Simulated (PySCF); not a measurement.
## Two structures, one formula

The two ends of one reaction step of BH3OF2, closed shell (PBE0-D4/def2-TZVP).

A:

B1  (-0.575, -0.517, -0.291)
H2  (-0.167, -1.232, -1.161)
F3  (-0.811, -1.068, 0.926)
F4  (-1.423, 0.484, -0.639)
H5  (0.627, 1.383, -0.018)
O6  (0.880, 0.460, 0.108)
H7  (1.042, 0.332, 1.051)
(Å)

B:

B1  (-0.678, -0.347, 0.476)
H2  (0.670, 0.722, -1.928)
F3  (-0.645, -1.560, -0.036)
F4  (-1.596, 0.500, 0.028)
H5  (1.282, 0.588, -1.522)
O6  (0.203, -0.010, 1.436)
H7  (0.100, 0.892, 1.747)
(Å)

PySCF 2.14 with density fitting (its default auxiliary sets; JK sets also for MP2 and CCSD(T)); basis: def2-TZVPP; cores frozen in the correlated methods. B3LYP uses VWN-RPA correlation.

(1) Which structure is lower at CCSD(T), and by how much? (To be estimated.)

The T1 diagnostic stays at or below 0.012.

Results:

(1) Computed: B, by 18.52 kcal/mol (electronic energy, against the other). By their contacts, A is BH₃OF₂ ([OH2][BH]([F])[F]) and B is a complex of BHOF₂ ([OH][B]([F])[F]) + H₂.

All methods give the same order:

| method | E(B) − E(A) (kcal/mol) |
| --- | --- |
| SPW92 | -13.23 |
| PBE-D4 | -17.90 |
| r2SCAN-D4 | -19.10 |
| PBE0-D4 | -17.69 |
| B3LYP-D4 | -19.97 |
| BHLYP-D4 | -19.58 |
| wB97M-V | -18.27 |
| HF | -23.15 |
| MP2 | -18.81 |
| CCSD | -18.81 |
| CCSD(T) | -18.52 |

Labels in which every atom is bracketed show which atoms are joined, not bond orders.

For scale, one of the runs: CCSD(T)/def2-TZVPP, 166 basis functions, launched by `OMP_NUM_THREADS=4 python run.py`. The run took 3.5 min on 4 CPU threads of an Arm Neoverse V1 (shared host), with 1.8 GiB of host memory at its peak.
